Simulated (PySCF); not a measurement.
## Ionisation energy of Cs⁴¹⁺ by level of theory

Cs⁴¹⁺ [Ne] 3s2 3p2 [3p1/2^2, M_J = 0] → Cs⁴²⁺ [Ne] 3s2 3p1 [3p1/2^1, M_J = 1/2], as a difference of total energies. Computed with PySCF 2.14 in an even-tempered Gaussian basis (18 s from 8.9 bohr⁻², ratio 2.4; 14 p from 12 bohr⁻², ratio 2.4; 4 d from 41 bohr⁻², ratio 2.6; 4 f from 61 bohr⁻², ratio 2.6), with the two-component X2C-1e Hamiltonian. Correlated levels: 1s2 frozen; the 54 highest virtual spinors dropped. "Screened" scales the spin-orbit matrix elements by Boettger's factors to mimic the two-electron term; Breit and QED terms are absent.

| method | ionisation energy (eV) |
| --- | --- |
| GHF (spin-free) | 3067.9 |
| GMP2 (spin-free) | 3068.6 |
| GHF (screened spin-orbit) | 3120.1 |
| GMP2 (screened spin-orbit) | 3122.0 |

Breit and QED terms and the two-electron picture change are absent.

The spin-free rows relax to the high-spin LS determinant and lack the spin-orbit shift.

The labels give the starting determinants; with spin-orbit coupling the two ends relaxed to ⟨J²⟩ = 0.00, ⟨L²⟩ = 1.34, ⟨S²⟩ = 1.34 and ⟨J²⟩ = 0.75, ⟨L²⟩ = 2.01, ⟨S²⟩ = 0.76.

For comparison: 3118 ± 4 eV (theoretical estimate listed by NIST; NIST Atomic Spectra Database, ionization energies).
